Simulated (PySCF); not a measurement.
## Correlation energy of Al (aluminium, neutral)

[Ne] 3s1 3p1 3d1, one real determinant (an excited configuration). Computed with PySCF 2.14 in aug-cc-pV(Q+d)Z with one added diffuse shell each of s, p, d, f, g type (8s7p6d4f3g, 114 functions), with the non-relativistic Hamiltonian (point nucleus). Frozen: [Ne]; 3 electrons correlated.

MP2 pair energies summed by pair of shells (mhartree):

```
 pair  energy  share (%)
3s-3p   -2.61       43.4
3p-3d   -1.81       30.1
3s-3d   -1.60       26.6
```

Total MP2 correlation energy: -6.02 mhartree.

Same-spin part -6.02 and opposite-spin part 0.00 mhartree; SCS-MP2 scales them by 1/3 and 6/5 to -2.01 mhartree.

The reference is one real determinant that mixes LS terms of this configuration.
